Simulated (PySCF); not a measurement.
CH₃Cl₂GaO, SMILES C[O][Ga]([Cl])[Cl].

Geometry: PBE-D3(BJ)/def2-SVP. The structure was generated by enumeration; whether it is a known compound was not checked. Other conformers were not sampled.

Level of theory: TDA-B3LYP/def2-SVPD (PySCF).

Vertical excitations.  State labels are in the subgroup Cs.

Problem. Give excitation energies, oscillator strengths and character. (An estimate is asked for; the answer gives what the named calculation found.)

Solution. 
```csv
state,symmetry,energy (eV),λ (nm),f,main pairs
S1,A",4.97,249,0.003,HOMO→LUMO 99 %
S2,A',5.57,223,0.024,"HOMO−1→LUMO 78 %, HOMO→LUMO+1 21 %"
S3,A',5.83,213,0.018,HOMO−2→LUMO 97 %
S4,A",5.94,209,0.000,HOMO−3→LUMO 99 %
S5,A',6.14,202,0.008,HOMO−4→LUMO 98 %
S6,A",6.31,196,0.000,HOMO−1→LUMO+1 94 %
S7,A",6.52,190,0.052,HOMO−5→LUMO 93 %
S8,A',6.56,189,0.204,"HOMO→LUMO+1 72 %, HOMO−1→LUMO 18 %"
S9,A",6.68,186,0.000,HOMO−2→LUMO+1 100 %
S10,A',7.02,177,0.006,"HOMO−3→LUMO+1 77 %, HOMO−6→LUMO 21 %"
T1,A",4.64,267,0,HOMO→LUMO 97 %
T2,A',5.07,245,0,HOMO−1→LUMO 95 %
T3,A',5.44,228,0,HOMO−2→LUMO 97 %
T4,A',5.51,225,0,HOMO→LUMO+1 95 %
```
Triplets are in the Tamm–Dancoff approximation.
